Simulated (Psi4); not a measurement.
Relaxed torsion scan: SMILES CC(C)(C)C[SiH2]Cl (C₅H₁₃ClSi), singlet. Scanned: dihedral C2–C5–Si6–Cl7; all other coordinates were relaxed at GFN2-xTB. Points at φ and −φ are mirror images.

Geometry of the scan point at -60° (Å):
```
20

C     -1.6890    -0.3058     1.0745
C     -0.5764    -0.1109     0.0371
C     -0.6420    -1.2561    -0.9741
C     -0.7971     1.2193    -0.6829
C      0.7750    -0.1144     0.7735
Si     2.3608     0.4041    -0.1452
Cl     2.7770    -0.7523    -1.7512
H     -1.7015     0.5177     1.7860
H     -1.5423    -1.2324     1.6258
H     -2.6612    -0.3500     0.5880
H     -1.6175    -1.2769    -1.4558
H     -0.4864    -2.2132    -0.4803
H      0.1148    -1.1419    -1.7442
H     -1.8042     1.2644    -1.0923
H     -0.0928     1.3342    -1.5036
H     -0.6688     2.0535     0.0038
H      0.6900     0.5563     1.6327
H      0.9275    -1.1134     1.1919
H      3.4830     0.2403     0.7809
H      2.3045     1.7871    -0.6151
```

Computed with PBE-D3(BJ)/def2-SVP // GFN2-xTB run with Psi4.

Scanned values (°): -160, -140, -120, -100, -80, -60, -40, -20, 0, 20, 40, 60, 80, 100, 120, 140, 160, 180.

Question: Locate the minima and the barriers on this grid.

Answer: Lower than their neighbours: -60° (0.0 kJ/mol), 60° (0.0 kJ/mol), 180° (1.8 kJ/mol). Higher than their neighbours: -120° (5.7 kJ/mol), 0° (7.5 kJ/mol), 120° (5.7 kJ/mol). The whole profile spans 7.5 kJ/mol.
